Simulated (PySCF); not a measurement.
# 19F chemical shifts

One computed conformer, equivalent nuclei averaged, in vacuum, non-relativistic. Geometry: GFN2-xTB; σ from GIAO-PBE0/pcSseg-1; PySCF.

Shieldings were converted by a linear fit to measured shifts: 19F: δ = 146.13 − 0.903σ +14.6 on sp3 carbon (rms 6.0 ppm, 223 shifts, 7.0 ppm with the 5 outliers that the fit left out vs CFCl3, solution or neat liquid). A few per cent of atoms miss by over 2 rms, more outside the fitted compound classes.

**Question.** Give the 19F shifts of `C[SiH2]/C(F)=C/C=O`, `N#C[C@@H]1[SiH2][C@@H]([SiH3])C/C1=C\F`, `C#C[Si@@H](C#CC)[Si@@H](N)CF`, `CC[Si@@H]1C[Si@@H](C#N)C=C1F`.

**Answer.** 
| compound | environment | δ (ppm) |
| --- | --- | --- |
| C[SiH2]/C(F)=C/C=O | vinylic fluorine | -95.5 |
| N#C[C@@H]1[SiH2][C@@H]([SiH3])C/C1=C\F | vinylic fluorine | -115.6 |
| C#C[Si@@H](C#CC)[Si@@H](N)CF | fluorine on an sp3 carbon | -268.3 |
| CC[Si@@H]1C[Si@@H](C#N)C=C1F | vinylic fluorine | -61.3 |

**Question.** Order these by 19F shift, lowest first.
A. C#C[Si@@H](C#CC)[Si@H](N)CF
B. Fc1cc(N[SiH3])ccc1[SiH3]
C. N#C[C@@H]1[SiH2][C@H]([SiH3])C/C1=C/F
D. N#C[C@@H]1CC[SiH2]/C(=C/F)[SiH2]1
E. Fc1cccc(N([SiH3])[SiH3])c1
F. CC[Si@@H]1C[Si@H](C#N)C=C1F

**Answer.** A (-268.8 ppm, fluorine on an sp3 carbon), C (-123.2 ppm, vinylic fluorine), E (-111.8 ppm, aryl fluorine), B (-101.8 ppm, aryl fluorine), F (-60.0 ppm, vinylic fluorine), D (-50.1 ppm, vinylic fluorine).
